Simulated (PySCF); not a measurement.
Sn(F)(Me)(NH2)2 (CH₇FN₂Sn), SMILES [NH2][Sn]([F])([CH3])[NH2].

Coordinates come from a PBE-D3(BJ)/def2-SVP optimisation. The structure was generated by enumeration; whether it is a known compound was not checked. The def2 effective core potentials stand for the cores of Sn; spin–orbit coupling is left out. The values are those of a single conformer.

Two levels are set side by side: PBE/def2-TZVP (PySCF) and PBE0/def2-TZVP (PySCF). Same geometry, gas phase. Differences are taken from unrounded values.

```json
[
 {"quantity": "orbital gap (eV)", "PBE0": "6.87"},
 {"quantity": "highest occupied level (eV)", "PBE0": "-7.61"},
 {"quantity": "lowest empty level (eV)", "PBE0": "-0.74"},
 {"quantity": "dipole moment (D)", "PBE0": "1.23"},
 {"quantity": "mean polarisability (bohr³)", "PBE0": "65.9"}
]
```

### Question
What does PBE give, and how far is it from PBE0? (The exact figures need the calculation; the answer reports its results.)

### Answer

| quantity | PBE | PBE minus PBE0 |
|---|---|---|
| orbital gap (eV) | 4.48 | -2.39 |
| highest occupied level (eV) | -6.15 | 1.46 |
| lowest empty level (eV) | -1.67 | -0.94 |
| dipole moment (D) | 1.18 | -0.04 |
| mean polarisability (bohr³) | 69.2 | 3.3 |

Without exact exchange PBE keeps part of each electron's self-repulsion, which lifts occupied levels and narrows the gap. Loosely held outer electrons make PBE densities more polarisable. Differences between two approximate levels are no errors against the true value.

Rough cost on one machine, each run with all the roots and properties that it gave: PBE0 against PBE within a factor of 2.
